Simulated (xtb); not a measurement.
xtb input (GFN2-xTB):

```bash
xtb mol.xyz --gfn 2 --sp --chrg 1 --uhf 0
```
mol.xyz:
```
3

Hf     0.11165211    -0.07611599     0.15421151
O      0.89423775     0.03190528    -1.41192347
F     -1.68809485     0.58056766     0.02135096
```

End of the output:

```
         :::::::::::::::::::::::::::::::::::::::::::::::::::::
         ::                     SUMMARY                     ::
         :::::::::::::::::::::::::::::::::::::::::::::::::::::
         :: total energy              -9.775258985806 Eh    ::
         :: gradient norm              0.049634871466 Eh/a0 ::
         :: HOMO-LUMO gap              3.072615422332 eV    ::
         ::.................................................::
         :: SCC energy                -9.798249300458 Eh    ::
         :: -> isotropic ES            0.094513169203 Eh    ::
         :: -> anisotropic ES          0.006945721567 Eh    ::
         :: -> anisotropic XC         -0.012896139607 Eh    ::
         :: -> dispersion             -0.000927655841 Eh    ::
         :: repulsion energy           0.022990314652 Eh    ::
         :: add. restraining           0.000000000000 Eh    ::
         :: total charge               1.000000000000 e     ::
         :::::::::::::::::::::::::::::::::::::::::::::::::::::

           -------------------------------------------------
          |                Property Printout                |
           -------------------------------------------------

    * Orbital Energies and Occupations

         #    Occupation            Energy/Eh            Energy/eV
      -------------------------------------------------------------
         1        2.0000           -1.1351045             -30.8878
         2        2.0000           -0.9996961             -27.2031
         3        2.0000           -0.8458313             -23.0162
         4        2.0000           -0.7910977             -21.5269
         5        2.0000           -0.7773039             -21.1515
         6        2.0000           -0.7569001             -20.5963
         7        2.0000           -0.7494010             -20.3922
         8        2.0000           -0.7453478             -20.2819 (HOMO)
         9                         -0.6324312             -17.2093 (LUMO)
        10                         -0.5532928             -15.0559
        11                         -0.5499694             -14.9654
        12                         -0.5437754             -14.7969
        13                         -0.5157116             -14.0332
        14                         -0.4929786             -13.4146
        15                         -0.4831914             -13.1483
        16                         -0.1865272              -5.0757
        17                         -0.1212913              -3.3005
      -------------------------------------------------------------
                  HL-Gap            0.1129165 Eh            3.0726 eV
             Fermi-level           -0.6888895 Eh          -18.7456 eV

     #   Z          covCN         q      C6AA      α(0)
     1  72 Hf       1.336     1.248   533.357    63.308
     2   8 O        0.699    -0.125    16.938     5.514
     3   9 F        0.637    -0.123    10.495     3.823

 Mol. C6AA /au·bohr⁶  :        876.353269
 Mol. C8AA /au·bohr⁸  :     126620.929725
 Mol. α(0) /au        :         72.644878

Wiberg/Mayer (AO) data.
largest (>0.10) Wiberg bond orders for each atom

 ---------------------------------------------------------------------------
     #   Z sym  total        # sym  WBO       # sym  WBO       # sym  WBO
 ---------------------------------------------------------------------------
Note: The following floating-point exceptions are signalling: IEEE_UNDERFLOW_FLAG IEEE_DENORMAL
normal termination of xtb
     1  72 Hf   3.361 --     2 O    2.212     3 F    1.149
     2   8 O    2.534 --     1 Hf   2.212     3 F    0.322
     3   9 F    1.471 --     1 Hf   1.149     2 O    0.322
 ---------------------------------------------------------------------------

Topologies differ in total number of bonds
Writing topology from bond orders to xtbtopo.mol

molecular dipole:
                 x           y           z       tot (Debye)
 q only:        0.443      -0.322       0.692
   full:        0.383      -0.612       1.976       5.348
molecular quadrupole (traceless):
                xx          xy          yy          xz          yz          zz
 q only:       -1.097       0.568       1.045       0.985      -0.056       0.052
  q+dip:       -1.631       0.694       1.384       1.703      -0.273       0.246
   full:       -2.755       1.765       3.991       3.347       0.270      -1.235

           -------------------------------------------------
          | TOTAL ENERGY               -9.775258985806 Eh   |
          | GRADIENT NORM               0.049634871466 Eh/α |
          | HOMO-LUMO GAP               3.072615422332 eV   |
           -------------------------------------------------

------------------------------------------------------------------------
------------------------------------------------------------------------
 total:
 SCF:
```

This state (charge 1, singlet) is run at the relaxed geometry of the species with charge 0 and multiplicity 2.
